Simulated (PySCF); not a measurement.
CH₆ClFSi₂, SMILES C[Si@@](F)([SiH3])Cl. Atoms are numbered in the order given.

```xyz
11

C     -1.7265    -0.9981     0.7632
Si    -0.2444     0.0374     0.3146
F     -0.0129     1.1385     1.4973
Si     1.7628    -1.1200    -0.0286
Cl    -0.6614     1.0969    -1.4290
H     -2.6147    -0.3580     0.8862
H     -1.5491    -1.5379     1.7073
H     -1.9364    -1.7344    -0.0285
H      2.8431    -0.1577    -0.3847
H      2.1496    -1.8735     1.2007
H      1.5692    -2.0874    -1.1482
```
Charge 0, spin multiplicity 1.

The structure is a stationary point at B3LYP-D3(BJ)/def2-SVP. The structure was generated by enumeration; whether it is a known compound was not checked.

Computed with TDDFT-B3LYP/def2-SVPD (PySCF).

Vertical excitations. 

Computed lowest excited states:
```json
[
 {"state": "S1", "energy (eV)": "6.69", "λ (nm)": "185", "f": "0.026", "main pairs": "HOMO→LUMO 96 %"},
 {"state": "S2", "energy (eV)": "6.78", "λ (nm)": "183", "f": "0.044", "main pairs": "HOMO→LUMO+1 95 %"},
 {"state": "S3", "energy (eV)": "7.20", "λ (nm)": "172", "f": "0.130", "main pairs": "HOMO→LUMO+2 96 %"},
 {"state": "S4", "energy (eV)": "7.70", "λ (nm)": "161", "f": "0.185", "main pairs": "HOMO→LUMO+3 87 %"},
 {"state": "S5", "energy (eV)": "7.76", "λ (nm)": "160", "f": "0.048", "main pairs": "HOMO−1→LUMO+1 59 %, HOMO−1→LUMO 29 %"},
 {"state": "S6", "energy (eV)": "7.86", "λ (nm)": "158", "f": "0.009", "main pairs": "HOMO−1→LUMO 60 %, HOMO−1→LUMO+1 33 %"},
 {"state": "S7", "energy (eV)": "8.05", "λ (nm)": "154", "f": "0.007", "main pairs": "HOMO−2→LUMO 74 %"},
 {"state": "S8", "energy (eV)": "8.10", "λ (nm)": "153", "f": "0.027", "main pairs": "HOMO−2→LUMO+1 35 %, HOMO→LUMO+4 32 %, HOMO−2→LUMO 14 %, HOMO→LUMO+6 7 %"},
 {"state": "S9", "energy (eV)": "8.14", "λ (nm)": "152", "f": "0.012", "main pairs": "HOMO→LUMO+4 49 %, HOMO−2→LUMO+1 43 %"},
 {"state": "S10", "energy (eV)": "8.26", "λ (nm)": "150", "f": "0.008", "main pairs": "HOMO→LUMO+5 87 %"},
 {"state": "T1", "energy (eV)": "5.98", "λ (nm)": "207", "f": "0", "main pairs": "HOMO→LUMO 92 %"},
 {"state": "T2", "energy (eV)": "6.07", "λ (nm)": "204", "f": "0", "main pairs": "HOMO→LUMO+1 92 %"},
 {"state": "T3", "energy (eV)": "6.85", "λ (nm)": "181", "f": "0", "main pairs": "HOMO→LUMO+2 56 %, HOMO→LUMO+3 37 %"},
 {"state": "T4", "energy (eV)": "7.08", "λ (nm)": "175", "f": "0", "main pairs": "HOMO→LUMO+3 56 %, HOMO→LUMO+2 39 %"}
]
```
Triplets are in the Tamm–Dancoff approximation, which puts them higher than full response would, so one can lie above its singlet here.
